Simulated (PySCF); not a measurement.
CH5MoNO2S, SMILES C[N]=[Mo](=[O])([OH])[SH], multiplicity 1.

Geometry: B3LYP-D3(BJ)/def2-SVP. The multiplicity is an assumed one; other spin states were not compared. The def2 effective core potentials stand for the cores of Mo; spin–orbit coupling is left out. One conformer was computed; it need not be the lowest.

All values below come from B3LYP-D3(BJ)/def2-SVP (PySCF).

Frequencies are harmonic and unscaled.

| mode | ν (cm⁻¹) | IR (km/mol) | moving atoms (share of kinetic energy) |
|---|---|---|---|
| 1 | 88 | 1.7 | H 53 %, S 20 %, C 18 % |
| 2 | 92 | 0.9 | H 64 %, C 15 %, S 14 % |
| 3 | 112 | 8.1 | O 35 %, C 27 %, H 21 %, Mo 9 % |
| 4 | 153 | 3.5 | O 55 %, S 20 %, H 16 %, Mo 9 % |
| 5 | 187 | 1.7 | O 51 %, S 12 %, Mo 11 %, N 10 %, H 10 % |
| 6 | 236 | 7.4 | O 63 %, H 19 %, N 9 % |
| 7 | 283 | 25.3 | H 66 %, O 16 %, S 11 % |
| 8 | 319 | 80.1 | H 66 %, O 20 %, N 10 % |
| 9 | 347 | 7.4 | S 39 %, N 29 %, H 26 % |
| 10 | 366 | 5.4 | N 44 %, H 24 %, O 18 %, Mo 8 % |
| 11 | 427 | 61.4 | Mo 30 %, N 25 %, S 24 %, H 10 %, O 10 % |
| 12 | 619 | 176.3 | H 59 %, O 32 % |
| 13 | 649 | 34.9 | H 77 % |
| 14 | 699 | 25.6 | H 32 %, C 30 %, Mo 18 %, N 17 % |
| 15 | 731 | 52.3 | O 58 %, H 25 %, Mo 16 % |
| 16 | 1013 | 167.0 | O 82 %, Mo 15 % |
| 17 | 1089 | 0.9 | H 71 %, C 20 %, N 8 % |
| 18 | 1100 | 1.1 | H 72 %, C 19 % |
| 19 | 1315 | 88.3 | N 69 %, C 25 % |
| 20 | 1415 | 3.9 | H 85 % |
| 21 | 1440 | 15.3 | H 96 % |
| 22 | 1448 | 12.0 | H 96 % |
| 23 | 2641 | 0.7 | H 97 % |
| 24 | 2994 | 32.6 | H 98 % |
| 25 | 3079 | 8.6 | H 90 %, C 10 % |
| 26 | 3084 | 7.4 | H 91 %, C 9 % |
| 27 | 3851 | 203.9 | H 94 % |
